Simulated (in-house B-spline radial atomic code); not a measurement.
## Nb⁶⁺: [Ar] (3d3/2)3 (3d5/2)6 4s2 4p6 (with a hole in an inner shell)

Computed with a radial B-spline atomic code at the basis-set limit: Dirac-Hartree-Fock, average of the jj configuration, Fermi nucleus of rms radius 4.324 fm.

Z_r = [3n² - l(l+1)]/(2<r>); Z_e = n√(-2ε); the last column is Slater's effective charge. Values are occupation-weighted means over j. An effective charge above Z reflects the relativistic contraction of the inner shells.

```csv
shell,electrons,ε (eV),<r> (bohr),Z_r,Z_e,Slater
1s,2,-19212,0.03608,41.57,37.58,40.70
2s,2,-2859,0.1573,38.14,28.99,36.85
2p,6,-2559.6,0.1375,36.35,27.43,36.85
3s,2,-593.81,0.4362,30.95,19.82,29.75
3p,6,-492.31,0.4379,28.54,18.05,29.75
3d,9,-329.24,0.4225,24.85,14.76,20.20
4s,2,-157.08,1.089,22.04,13.59,14.10
4p,6,-124.46,1.176,19.55,12.10,14.10
```

The least bound orbital is 4p3/2 at -123.6 eV, and it is also the most diffuse (<r> = 1.183 bohr). The part-filled 3d shell lies below the filled 4p shell in orbital energy.

For the 1s electron the small component carries 2.23 % of the norm, the zero-frequency Breit interaction raises the level by 35.91 eV, self-energy by 19.48 eV, and vacuum polarisation lowers it by 2.213 eV.
